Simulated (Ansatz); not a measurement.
BH4NSSi, SMILES `S[SiH]1BN1` at its PBE0-D4/def2-TZVP geometry, where that method's forces vanish. Total charge 0; spin multiplicity 1.

```
atom   x (Å)   y (Å)   z (Å)
  S1  -1.850  -1.217  -0.636
 Si2   0.021  -0.201  -0.589
  B3   0.288   1.531   0.193
  N4   0.602   0.411   0.943
  H5  -1.319  -2.438  -0.815
  H6   1.009  -1.018  -1.334
  H7   0.309   2.706   0.361
  H8   0.940   0.226   1.877
```

**Question.** For each bond, give half the difference of the two atoms' forces along it (eV/Å; positive pushes the atoms apart) under PBE-D4, r2SCAN-D4, B3LYP-D4, ωB97M-V in def2-TZVPP. (Estimate.)

**Answer.** Computed: 
| bond | length (Å) | PBE-D4 | r2SCAN-D4 | B3LYP-D4 | ωB97M-V |
| --- | --- | --- | --- | --- | --- |
| S1–Si2 | 2.130 | 0.05 | 0.04 | 0.16 | 0.07 |
| S1–H5 | 1.344 | 0.25 | 0.00 | -0.02 | -0.10 |
| Si2–B3 | 1.919 | 0.22 | 0.11 | 0.13 | 0.10 |
| Si2–N4 | 1.749 | 0.28 | 0.08 | 0.09 | 0.09 |
| Si2–H6 | 1.482 | -0.01 | -0.05 | -0.15 | -0.17 |
| B3–N4 | 1.383 | 0.24 | 0.13 | 0.09 | 0.15 |
| B3–H7 | 1.188 | -0.06 | -0.10 | -0.17 | -0.16 |
| N4–H8 | 1.010 | 0.09 | -0.01 | -0.04 | -0.12 |

B3LYP here is the variant with VWN-RPA as its local correlation; programs differ in this.
